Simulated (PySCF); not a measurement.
Vertical excitations of a molecule C₂H₆BBrO from TDDFT-ωB97X/def2-SVPD (PySCF), as energy in eV (oscillator strength): 6.47 (0.001), 7.24 (0.175), 7.32 (0.002), 8.07 (0.060), 8.35 (0.074), 8.48 (0.033), 8.73 (0.035), 8.84 (0.009), 8.96 (0.148), 9.35 (0.082). Lowest triplet (TDA): 6.24 eV. The structure is a stationary point at PBE0-D3(BJ)/def2-SVP. The values are those of a single conformer.

Problem. Which structure fits?
A) COB(C)Br
B) CCB(O)Br
C) CCOBBr

Solution. C, CCOBBr
